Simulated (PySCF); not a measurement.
# Atomic charges against the basis set

Species: C2H7B2N.
Z-matrix (Å and degrees, PBE0-D3(BJ)/def2-SVP geometry), rows numbered from 1:
```
B 
N   1  1.4151
B   2  1.4287  1  126.55
C   3  1.5507  2  121.76  1   179.89
C   4  1.3427  3  121.40  2  -179.51
H   1  1.2099  2  119.42  3   179.97
H   1  1.2072  2  119.00  3    -0.01
H   2  1.0167  1  116.78  3   180.00
H   3  1.2100  2  117.93  1    -0.05
H   4  1.0995  3  120.99  2     0.25
H   5  1.0957  4  122.83  3   179.80
H   5  1.0958  4  120.80  3    -0.22
```

PBE0 throughout (PySCF), one geometry, spherical d and f functions. Isolated species at its PBE0-D3(BJ)/def2-SVP geometry (one conformer only). Atoms taken as equivalent share a column and are averaged. The first 7 of 11 kinds of atom are listed.

Mulliken charges (e):

| basis | functions | B1 | N2 | B3 | C4 | C5 | H6/H7 | H8 |
| --- | --- | --- | --- | --- | --- | --- | --- | --- |
| STO-3G | 32 | +0.192 | -0.431 | +0.265 | -0.185 | -0.138 | -0.052 | +0.211 |
| 6-31G | 59 | +0.263 | -0.761 | +0.448 | -0.296 | -0.339 | -0.046 | +0.328 |
| pcSseg-0 | 59 | +0.197 | -0.873 | +0.604 | -0.638 | -0.364 | +0.016 | +0.331 |
| 6-31G* | 84 | +0.103 | -0.546 | +0.260 | -0.238 | -0.366 | -0.021 | +0.339 |
| cc-pVDZ | 105 | -0.051 | +0.102 | +0.002 | -0.110 | -0.035 | -0.040 | +0.094 |
| def2-SVP | 105 | +0.007 | -0.032 | -0.015 | -0.088 | -0.061 | -0.038 | +0.144 |
| 6-311+G(2d,p) | 177 | +0.045 | -0.523 | +0.378 | -0.218 | -0.232 | -0.012 | +0.242 |
| aug-cc-pVDZ | 178 | -1.287 | +0.012 | -0.314 | +0.731 | +0.578 | +0.589 | -0.005 |
| def2-TZVP | 197 | -0.009 | -0.296 | +0.132 | -0.216 | -0.207 | +0.005 | +0.218 |
| IGLO-III | 245 | +0.257 | -0.548 | +0.437 | -0.277 | -0.184 | -0.064 | +0.213 |
| cc-pVTZ | 248 | -0.087 | -0.024 | +0.033 | -0.184 | -0.213 | -0.005 | +0.146 |

IAO charges (e):

```csv
basis,functions,B1,N2,B3,C4,C5,H6/H7,H8
STO-3G,32,+0.082,-0.390,+0.174,-0.271,-0.210,-0.005,+0.226
6-31G,59,+0.044,-0.416,+0.161,-0.275,-0.239,+0.005,+0.267
pcSseg-0,59,+0.036,-0.390,+0.146,-0.272,-0.223,+0.003,+0.263
6-31G*,84,+0.068,-0.425,+0.177,-0.276,-0.224,-0.003,+0.263
cc-pVDZ,105,+0.044,-0.409,+0.160,-0.275,-0.227,+0.003,+0.266
def2-SVP,105,+0.053,-0.405,+0.162,-0.272,-0.217,-0.002,+0.264
"6-311+G(2d,p)",177,+0.052,-0.426,+0.167,-0.281,-0.237,+0.002,+0.273
aug-cc-pVDZ,178,+0.047,-0.420,+0.163,-0.279,-0.238,+0.003,+0.272
def2-TZVP,197,+0.053,-0.427,+0.169,-0.281,-0.236,+0.002,+0.272
IGLO-III,245,+0.052,-0.428,+0.168,-0.281,-0.238,+0.003,+0.273
cc-pVTZ,248,+0.052,-0.427,+0.168,-0.281,-0.236,+0.002,+0.273
```

Some averages cover members that differ in this geometry, most widely: H6/H7, Mulliken in aug-cc-pVDZ +0.500 to +0.679 e.

**Question.** Which scheme is steadiest as the basis changes?

**Answer.** Largest range over the bases for any column: IAO 0.05 e, Mulliken 1.55 e. IAO charges move least and Mulliken charges most, counted in e. Without the minimal STO-3G basis the ranges are IAO 0.04, Mulliken 1.55 e.

**Question.** How much do the charges still move between the two largest bases, IGLO-III and cc-pVTZ?

**Answer.** At most, over all atoms: Mulliken 0.524 e, IAO 0.002 e.

**Question.** What do the same runs give for the total energy, the frontier levels and the dipole moment?

**Answer.** 
| basis | energy (Eh) | HOMO (eV) | LUMO (eV) | μ (D) |
| --- | --- | --- | --- | --- |
| STO-3G | -182.4082 | -6.19 | 1.02 | 1.82 |
| 6-31G | -184.6287 | -7.89 | -1.35 | 1.95 |
| pcSseg-0 | -184.2765 | -8.20 | -1.61 | 1.95 |
| 6-31G* | -184.6667 | -7.84 | -1.32 | 1.95 |
| cc-pVDZ | -184.6834 | -7.99 | -1.53 | 1.91 |
| def2-SVP | -184.5404 | -8.06 | -1.58 | 1.93 |
| 6-311+G(2d,p) | -184.7256 | -8.10 | -1.68 | 1.81 |
| aug-cc-pVDZ | -184.6926 | -8.10 | -1.69 | 1.79 |
| def2-TZVP | -184.7388 | -8.10 | -1.66 | 1.84 |
| IGLO-III | -184.7454 | -8.10 | -1.68 | 1.79 |
| cc-pVTZ | -184.7361 | -8.09 | -1.64 | 1.86 |

The dipole is fixed by the density alone, so its range of 0.16 D shows that the density itself changes with the basis, not only its division among atoms.
